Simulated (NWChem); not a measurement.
System: C6H7, doublet; SMILES [CH]1C=CC=CC1

Parts of the log:

```
             Northwest Computational Chemistry Package (NWChem) 7.3.0
             --------------------------------------------------------

 C2V symmetry detected

                             Geometry "geometry" -> ""
                             -------------------------

 Output coordinates in angstroms (scale by  1.889725989 to convert to a.u.)

  No.       Tag          Charge          X              Y              Z
 ---- ---------------- ---------- -------------- -------------- --------------
    1 C                    6.0000     0.00000000    -1.25050943     0.62597647
    2 C                    6.0000     0.00000000    -1.22395281    -0.74068601
    3 C                    6.0000     0.00000000     0.00000000    -1.45585191
    4 C                    6.0000     0.00000000     1.22395281    -0.74068601
    5 C                    6.0000     0.00000000     1.25050943     0.62597647
    6 C                    6.0000     0.00000000     0.00000000     1.44381886
    7 H                    1.0000     0.00000000    -2.20801047     1.15491448
    8 H                    1.0000     0.00000000    -2.16628528    -1.29600015
    9 H                    1.0000     0.00000000     0.00000000    -2.54742210
   10 H                    1.0000     0.00000000     2.16628528    -1.29600015
   11 H                    1.0000     0.00000000     2.20801047     1.15491448
   12 H                    1.0000     0.86836000     0.00000000     2.13915313
   13 H                    1.0000    -0.86836000     0.00000000     2.13915313

 Effective nuclear repulsion energy (a.u.)     209.6644301485

      Symmetry information
      --------------------

 Group name             C2v
 Group number             16
 Group order               4
 No. of unique centers     8

                                 NWChem DFT Module
                                 -----------------

 Summary of "ao basis" -> "ao basis" (spherical)
 ------------------------------------------------------------------------------
       Tag                 Description            Shells   Functions and Types
 ---------------- ------------------------------  ------  ---------------------
 C                          def2-svp                 6       14   3s2p1d
 H                          def2-svp                 3        5   2s1p

      Symmetry analysis of basis
      --------------------------

        a1         49
        a2         13
        b1         21
        b2         36

            General Information
            -------------------
          SCF calculation type: DFT
          Wavefunction type:  spin polarized.
          No. of atoms     :    13
          No. of electrons :    43
           Alpha electrons :    22
            Beta electrons :    21
          Charge           :     0
          Spin multiplicity:     2
          Use of symmetry is: on ; symmetry adaption is: on
          Maximum number of iterations: 200
          AO basis - number of functions:   119
                     number of shells:    57
          Convergence on energy requested:  1.00D-06
          Convergence on density requested:  1.00D-05
          Convergence on gradient requested:  5.00D-04

              XC Information
              --------------
                      r^2SCAN Method XC Functional
               r^2SCAN metaGGA Exchange Functional  1.000
                     r^2SCAN Correlation Potential  1.000

             Grid Information
             ----------------
          Grid used for XC integration:  medium
          Radial quadrature: Mura-Knowles
          Angular quadrature: Lebedev.
          Tag              B.-S. Rad. Rad. Pts. Rad. Cut. Ang. Pts.
          ---              ---------- --------- --------- ---------
          C                   0.70       49          11.0       434
          H                   0.35       45          12.0       434
          Grid pruning is: on
          Number of quadrature shells:   376
          Spatial weights used:  Erf1

      Superposition of Atomic Density Guess
      -------------------------------------

 Sum of atomic energies:        -229.24381624

      Non-variational initial energy
      ------------------------------

 Total energy =    -233.521640
 1-e energy   =    -721.275789
 2-e energy   =     278.089718
 HOMO         =      -0.133143
 LUMO         =      -0.003203

   Symmetry analysis of molecular orbitals - initial alpha
   -------------------------------------------------------

  Numbering of irreducible representations:

     1 a1          2 a2          3 b1          4 b2

  Orbital symmetries:

     1 a1          2 b2          3 a1          4 a1          5 b2
     6 a1          7 a1          8 b2          9 a1         10 a1
    11 b2         12 a1         13 a1         14 b1         15 b2
    16 b2         17 a1         18 b1         19 a1         20 b2
    21 a2         22 b1         23 a2         24 a1         25 b1
    26 a1         27 b2         28 a1         29 b2         30 b1
    31 a1         32 a1

   Symmetry analysis of molecular orbitals - initial beta
   ------------------------------------------------------

  Numbering of irreducible representations:

     1 a1          2 a2          3 b1          4 b2

  Orbital symmetries:

     1 a1          2 b2          3 a1          4 a1          5 b2
     6 a1          7 a1          8 b2          9 a1         10 a1
    11 b2         12 a1         13 a1         14 b1         15 b2
    16 b2         17 a1         18 b1         19 a1         20 b2
    21 a2         22 b1         23 a2         24 a1         25 b1
    26 a1         27 b2         28 a1         29 b2         30 b1
    31 a1         32 a1

   convergence    iter        energy       DeltaE   RMS-Dens  Diis-err
 ---------------- ----- ----------------- --------- --------- ---------
 d= 0,ls=0.0,diis     1   -232.4373307369 -4.42D+02  3.31D-03  8.45D-02
                                                     3.06D-03  8.20D-02
 d= 0,ls=0.0,diis     2   -232.4736374123 -3.63D-02  2.38D-03  1.32D-02
                                                     2.19D-03  1.46D-02
 d= 0,ls=0.0,diis     3   -232.4635589504  1.01D-02  1.48D-03  3.41D-02
                                                     1.17D-03  2.91D-02
 d= 0,ls=0.0,diis     4   -232.4829316784 -1.94D-02  2.68D-04  7.84D-04
                                                     3.01D-04  1.04D-03
 d= 0,ls=0.0,diis     5   -232.4835460501 -6.14D-04  1.76D-04  1.78D-04
                                                     1.73D-04  1.46D-04
  Resetting Diis
 d= 0,ls=0.0,diis     6   -232.4837770304 -2.31D-04  1.72D-04  4.07D-05
                                                     1.66D-04  3.42D-05
 d= 0,ls=0.0,diis     7   -232.4838766670 -9.96D-05  3.75D-05  5.22D-06
                                                     4.73D-05  1.04D-05
 d= 0,ls=0.0,diis     8   -232.4838775618 -8.95D-07  2.42D-05  1.62D-05
                                                     1.87D-05  1.11D-05
 d= 0,ls=0.0,diis     9   -232.4838850015 -7.44D-06  1.96D-05  3.19D-07
                                                     2.12D-05  5.43D-07
 d= 0,ls=0.0,diis    10   -232.4838864455 -1.44D-06  8.20D-06  1.40D-07
                                                     6.60D-06  1.25D-07
 d= 0,ls=0.0,diis    11   -232.4838866003 -1.55D-07  1.78D-06  4.40D-08
                                                     2.37D-06  4.23D-08

         Total DFT energy =     -232.483886600318
      One electron energy =     -726.801401260129
           Coulomb energy =      319.596914750029
    Exchange-Corr. energy =      -34.943830238675
 Nuclear repulsion energy =      209.664430148457

 Numeric. integr. density =       43.000024184900

                  Occupations of the irreducible representations
                  ----------------------------------------------

                     irrep           alpha         beta
                     --------     --------     --------
                     a1               11.0         11.0
                     a2                1.0          1.0
                     b1                3.0          2.0
                     b2                7.0          7.0

                    DFT Final Alpha Molecular Orbital Analysis
                    ------------------------------------------

 Vector   20  Occ=1.000000D+00  E=-2.976116D-01  Symmetry=b2
              MO Center= -7.1D-17,  2.0D-16,  2.8D-02, r^2= 4.3D+00
   Bfn.  Coefficient  Atom+Function         Bfn.  Coefficient  Atom+Function
  ----- ------------  ---------------      ----- ------------  ---------------
    75     -0.281181   6 C  py               33      0.259253   3 C  py
     5      0.233354   1 C  py               61      0.233354   5 C  py
    19     -0.219063   2 C  py               47     -0.219063   4 C  py
    85     -0.201222   7 H  s                90      0.201024   8 H  s
   100     -0.201024  10 H  s               105      0.201222  11 H  s

 Vector   21  Occ=1.000000D+00  E=-2.480399D-01  Symmetry=a2
              MO Center=  1.2D-15,  2.1D-15,  1.1D-01, r^2= 3.0D+00
   Bfn.  Coefficient  Atom+Function         Bfn.  Coefficient  Atom+Function
  ----- ------------  ---------------      ----- ------------  ---------------
     4      0.342631   1 C  px               60     -0.342631   5 C  px
    18      0.256342   2 C  px               46     -0.256342   4 C  px
     7      0.243301   1 C  px               63     -0.243301   5 C  px
    21      0.161135   2 C  px               49     -0.161135   4 C  px

 Vector   22  Occ=1.000000D+00  E=-1.519311D-01  Symmetry=b1
              MO Center=  4.0D-15, -8.0D-15,  8.3D-02, r^2= 3.6D+00
   Bfn.  Coefficient  Atom+Function         Bfn.  Coefficient  Atom+Function
  ----- ------------  ---------------      ----- ------------  ---------------
    32      0.380742   3 C  px               35      0.349159   3 C  px
     4     -0.332724   1 C  px               60     -0.332724   5 C  px
     7     -0.298852   1 C  px               63     -0.298852   5 C  px
   110      0.183243  12 H  s               115     -0.183243  13 H  s
   111      0.164082  12 H  s               116     -0.164082  13 H  s

 Vector   23  Occ=0.000000D+00  E=-2.706674D-02  Symmetry=a2
              MO Center=  9.4D-17,  6.9D-16, -2.2D-01, r^2= 3.5D+00
   Bfn.  Coefficient  Atom+Function         Bfn.  Coefficient  Atom+Function
  ----- ------------  ---------------      ----- ------------  ---------------
    21      0.461822   2 C  px               49     -0.461822   4 C  px
     7     -0.402998   1 C  px               63      0.402998   5 C  px
    18      0.351240   2 C  px               46     -0.351240   4 C  px
     4     -0.293745   1 C  px               60      0.293745   5 C  px
    38     -0.037150   3 C  d -2             80      0.027395   6 C  d -2

 Vector   24  Occ=0.000000D+00  E= 6.114117D-02  Symmetry=a1
              MO Center= -7.6D-15, -8.3D-15,  4.8D-01, r^2= 9.0D+00
   Bfn.  Coefficient  Atom+Function         Bfn.  Coefficient  Atom+Function
  ----- ------------  ---------------      ----- ------------  ---------------
    73      1.440001   6 C  s               111     -0.749747  12 H  s
   116     -0.749747  13 H  s                86     -0.677274   7 H  s
   106     -0.677274  11 H  s                96     -0.587086   9 H  s
    91     -0.575238   8 H  s               101     -0.575238  10 H  s
    17      0.470173   2 C  s                45      0.470173   4 C  s

 Vector   25  Occ=0.000000D+00  E= 6.715687D-02  Symmetry=b1
              MO Center=  6.0D-15,  3.7D-16, -2.8D-01, r^2= 4.2D+00
   Bfn.  Coefficient  Atom+Function         Bfn.  Coefficient  Atom+Function
  ----- ------------  ---------------      ----- ------------  ---------------
    35     -0.578422   3 C  px               21      0.543426   2 C  px
    49      0.543426   4 C  px              111      0.515597  12 H  s
   116     -0.515597  13 H  s                32     -0.352041   3 C  px
    18      0.340655   2 C  px               46      0.340655   4 C  px
    77     -0.324343   6 C  px                7     -0.249115   1 C  px

                     DFT Final Beta Molecular Orbital Analysis
                     -----------------------------------------

 Vector   19  Occ=1.000000D+00  E=-2.957431D-01  Symmetry=b2
              MO Center= -2.7D-19, -2.5D-15,  7.3D-02, r^2= 4.3D+00
   Bfn.  Coefficient  Atom+Function         Bfn.  Coefficient  Atom+Function
  ----- ------------  ---------------      ----- ------------  ---------------
    75      0.287864   6 C  py               33     -0.252881   3 C  py
     5     -0.232941   1 C  py               61     -0.232941   5 C  py
    19      0.218444   2 C  py               47      0.218444   4 C  py
    85      0.211015   7 H  s               105     -0.211015  11 H  s
    90     -0.193744   8 H  s               100      0.193744  10 H  s

 Vector   20  Occ=1.000000D+00  E=-2.865378D-01  Symmetry=b1
              MO Center=  1.2D-14, -1.6D-17, -4.8D-01, r^2= 3.0D+00
   Bfn.  Coefficient  Atom+Function         Bfn.  Coefficient  Atom+Function
  ----- ------------  ---------------      ----- ------------  ---------------
    18      0.300242   2 C  px               46      0.300242   4 C  px
    32      0.275372   3 C  px               21      0.202308   2 C  px
    49      0.202308   4 C  px               74     -0.160184   6 C  px
    35      0.150990   3 C  px              110     -0.138404  12 H  s
   115      0.138404  13 H  s                 4      0.102387   1 C  px

 Vector   21  Occ=1.000000D+00  E=-2.297207D-01  Symmetry=a2
              MO Center= -1.1D-16,  8.1D-17, -2.1D-01, r^2= 3.0D+00
   Bfn.  Coefficient  Atom+Function         Bfn.  Coefficient  Atom+Function
  ----- ------------  ---------------      ----- ------------  ---------------
    18      0.337621   2 C  px               46     -0.337621   4 C  px
     4      0.252799   1 C  px               60     -0.252799   5 C  px
    21      0.242314   2 C  px               49     -0.242314   4 C  px
     7      0.171409   1 C  px               63     -0.171409   5 C  px

 Vector   22  Occ=0.000000D+00  E=-8.420890D-02  Symmetry=b1
              MO Center= -1.9D-15,  5.6D-15, -6.7D-03, r^2= 3.7D+00
   Bfn.  Coefficient  Atom+Function         Bfn.  Coefficient  Atom+Function
  ----- ------------  ---------------      ----- ------------  ---------------
    35      0.379527   3 C  px               32      0.364857   3 C  px
     7     -0.324261   1 C  px               63     -0.324261   5 C  px
     4     -0.312185   1 C  px               60     -0.312185   5 C  px
   111      0.184612  12 H  s               116     -0.184612  13 H  s
   110      0.172893  12 H  s               115     -0.172893  13 H  s

[...]

                         DFT ENERGY GRADIENTS

    atom               coordinates                        gradient
                 x          y          z           x          y          z
   1 C       0.000000  -2.363120   1.182924    0.000000   0.001709  -0.003634
   2 C       0.000000  -2.312935  -1.399694    0.000000   0.001180   0.003830
   3 C       0.000000   0.000000  -2.751161    0.000000   0.000000   0.001729
   4 C       0.000000   2.312935  -1.399694    0.000000  -0.001180   0.003830
   5 C       0.000000   2.363120   1.182924    0.000000  -0.001709  -0.003634
   6 C       0.000000   0.000000   2.728422    0.000000   0.000000  -0.000523
   7 H       0.000000  -4.172535   2.182472    0.000000   0.000518  -0.000557
   8 H       0.000000  -4.093686  -2.449085    0.000000   0.000685   0.000466
   9 H       0.000000   0.000000  -4.813930    0.000000   0.000000   0.000716
  10 H       0.000000   4.093686  -2.449085    0.000000  -0.000685   0.000466
  11 H       0.000000   4.172535   2.182472    0.000000  -0.000518  -0.000557
  12 H       1.640962   0.000000   4.042413   -0.000587   0.000000  -0.001066
  13 H      -1.640962   0.000000   4.042413    0.000587   0.000000  -0.001066
```

Level: r2SCAN/def2-SVP, spin-unrestricted. In the optimisation the excess spin sits in a" (Cs, its own frame). The geometry was optimised at PBE0/def2-SVP, spin-unrestricted. Not confirmed as a minimum by frequencies. No stability test was run on the SCF state.

Task: Reconstruct the input file.

Result: This is not unique; one that fits is the input that was run:
```
start job
memory heap 200 mb stack 900 mb global 1100 mb
geometry units angstroms noautoz
  C     -1.248558     0.628797     0.000000
  C     -1.226210    -0.737939     0.000000
  C     -0.004468    -1.456872     0.000000
  C      1.221684    -0.745480     0.000000
  C      1.252449     0.621096     0.000000
  C      0.004468     1.442785     0.000000
  H     -2.204424     1.160683     0.000000
  H     -2.170249    -1.290348     0.000000
  H     -0.007834    -2.548437     0.000000
  H      2.162301    -1.303694     0.000000
  H      2.211576     1.147081     0.000000
  H      0.006600     2.138116     0.868360
  H      0.006600     2.138116    -0.868360
end
basis spherical
  * library def2-svp
end
dft
  odft
  mult 2
  xc r2scan
  iterations 200
end
task dft gradient
```
